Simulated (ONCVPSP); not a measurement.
**What one change does to a pseudopotential (zirconium (Zr), ONCV)**

Zr, optimised norm-conserving Vanderbilt (ONCV), made with ONCVPSP 4.0.1 (PW91, scalar-relativistic). Core [Ar] 3d10, reference 4s2 4p6 4d2 5s1 5p1. Waves: 4s+5s: rc 2.05 bohr, ncon 3, nbas 7, qcut 6.9 1/bohr, 2 projectors; 4p+5p: rc 2.05 bohr, ncon 4, nbas 7, qcut 6 1/bohr, 2 projectors; 4d: rc 2.55 bohr, ncon 5, nbas 10, qcut 5.1 1/bohr, 1 projector. Local part: polynomial inside 1.30 bohr (lpopt 5, dvloc0 0 Ha). Core correction: Teter function, fcfact 3.5, rcfact 1.15.

All-electron outer shells of the reference configuration (PW91, scalar-relativistic, ld1.x):

```tsv
shell	level (eV)	outermost node (bohr)	outermost maximum (bohr)
3p	-318.99	0.18	0.40
3d	-176.08	–	0.35
4s	-55.80	0.55	1.08
4p	-33.74	0.56	1.17
5s	-5.21	1.46	3.11
4d	-4.70	0.58	1.59
5p	-2.07	1.69	4.05
```

Change: d: rc 3.18.

Cutoffs: the cutoffs (Ha) at which the residual kinetic energy of the hardest occupied pseudo-wave falls to 1 and 0.1 mHa per electron; they do not see the model core or the augmentation charge, which bear on the density cutoff. Errors are all-electron minus pseudo energies relative to the spin-unpolarised reference configuration.

Task: What does the change do?

Result: The potential gets neither clearly harder nor softer (14 Ha and 17 Ha → 14 Ha and 17 Ha); the s channel sets the loose cutoff, while the largest relative change is in d, which becomes softer; of the 4 tests that both files solve, the error grows in 2 and shrinks in 0 by more than 15 % and 0.3 meV (median size 2.5 → 3.9 meV); neither file shows a bound ghost.

| quantity | base | changed |
| --- | --- | --- |
| cutoff, loose | 14 Ha | 14 Ha |
| cutoff, tight | 17 Ha | 17 Ha |
| loose cutoff by channel | s 14 Ha, p 10 Ha, d 11 Ha | s 14 Ha, p 10 Ha, d 9.1 Ha |
| bound ghosts | none | none |
| GHOST(+) flags under 300 eV | s at 136.2 eV | s at 136.2 eV |
| error for 4s2 4p6 4d2 5s2 5p0, meV [ΔE -3.06 eV] | 0.0 | -0.2 |
| error for 4s2 4p6 4d2 5s1 5p0, meV [ΔE 4.13 eV] | -0.7 | -0.6 |
| error for 4s2 4p6 4d2 5s0 5p0, meV [ΔE 17.11 eV] | -4.3 | -7.2 |
| error for 4s2 4p6 4d1 5s2 5p1, meV [ΔE -0.04 eV] | +11 | +37 |
| s: phases at 2.08 bohr within 0.05 rad from the reference energy up to (Ha; the scan ends near 5) | 4.0 | 4.0 |
| p: phases at 2.08 bohr within 0.05 rad from the reference energy up to (Ha; the scan ends near 5) | to the end of the scan | to the end of the scan |
| rms error of d²Exc/dni dnj with the model core, mHa | 0.53 | 0.68 |
